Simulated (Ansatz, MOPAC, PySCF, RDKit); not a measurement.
Pair of molecules: SiH4 (SMILES [SiH4]) (first 5 atoms) with C2H6 (SMILES CC); geometry from B3LYP-D3(BJ)/def2-TZVP.
(charge 0, multiplicity 1):
```xyz
13

Si    -0.262    -0.058     0.218
H     -0.050     1.274     0.826
H     -1.646    -0.509     0.485
H      0.694    -1.024     0.803
H     -0.044     0.027    -1.244
C      0.888     0.256     4.162
C     -0.560    -0.183     3.966
H      1.384     0.426     3.204
H      1.463    -0.499     4.701
H      0.947     1.185     4.732
H     -1.135     0.572     3.427
H     -1.056    -0.353     4.923
H     -0.619    -1.113     3.397
```

Monomers are frozen at their geometry in the pair; levels with a basis set take the counterpoise correction. Rows marked so take none. RDKit's UFF carries no charges.

Rows in 6-311+G** carry no dispersion term and start afresh at each structure. The state reached by PM6 isn't checked.

The values were computed with Ansatz (Gaussian orbitals); MOPAC for PM6 (differences of heats of formation); PySCF for 6-311+G** rows, the dispersion terms; RDKit for the force fields. Each number belongs to the level named beside it.

Task: One of these levels gives -45.2 meV for the interaction energy. Which?
A) BLYP-D4/def2-TZVPPD
B) UFF
C) B3LYP/6-311+G** (no counterpoise)
D) PM6

Result: A, BLYP-D4/def2-TZVPPD. The others give -66.3 (UFF), -5.9 (PM6), 33.7 (B3LYP/6-311+G** (no counterpoise))

Ansatz is a quantum-chemistry and plane-wave program.
